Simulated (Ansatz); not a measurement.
Consider the atomization: `C[P+](C)(C)[Cu-][OH]` → 3 C• + Cu• + 10 H• + O• + P•.

Gas-phase electronic energies from Ansatz, PBE0-D4/def2-TZVP geometries. CCSD(T)/CBS adds triple-zeta CCSD(T) − MP2 to the extrapolated MP2 energy (def2 sets, frozen cores). This one scheme is used for every species, atoms too. Functionals use def2-TZVPP. B3LYP here is the variant with VWN-RPA as its local correlation; programs differ in this. HSE06 is defined as in plane-wave codes. No spin–orbit coupling; open shells (•) take unrestricted orbitals. Spin–orbit coupling would lower the free atoms: a little for C, O. For Cu outer-core shells are correlated without core-valence functions, so the limit isn't a true one: a few kJ/mol of doubt a bond, and 10 to 20 or more in all where bonds break to atoms. Scalar relativity is left out up to krypton. Each species was taken in one conformer, which may not be the lowest.

Problem. What is ΔE at CCSD(T)/CBS? (Estimate.)

Solution. Computed: +59.51 eV.

Problem. What do these levels give: B97M-V, PBE0-D4, B3LYP-D4, revPBE, r2SCAN0, HSE06, MP2/def2-SVP, HF/def2-TZVPP, CCSD/def2-TZVPP, SCS-MP2/def2-QZVPP, MP2/CBS(def2), CCSD/CBS(def2)? (Estimate.)

Solution. Ansatz gave: B97M-V 59.63, PBE0-D4 59.32, B3LYP-D4 59.34, revPBE 58.02, r2SCAN0 58.58, HSE06 59.02, MP2/def2-SVP 56.09, HF/def2-TZVPP 42.35, CCSD/def2-TZVPP 56.86, SCS-MP2/def2-QZVPP 59.57, MP2/CBS(def2) 60.39, CCSD/CBS(def2) 58.53 eV.

Largest T1 diagnostic among the species: 0.022, so the coupled-cluster value is less sure than usual.

At CCSD(T), def2-SVP lies −3.88 eV from the extrapolated value and def2-TZVPP −1.67 eV: correlation converges slowly with the basis, and small sets miss more of it in the bonded molecule than in its fragments. The D4 term adds +0.64 eV with B3LYP and +0.34 eV with PBE0; it sums over pairs of atoms, weighted by their polarisabilities, and B3LYP, whose exchange is more repulsive, gets the larger term.

For atomizations the MP2-based limit and the directly extrapolated one differ by several kJ/mol either way, and by 10 to 25 for some Ge, Se and Sn compounds, so smaller differences from it don't rank the levels.
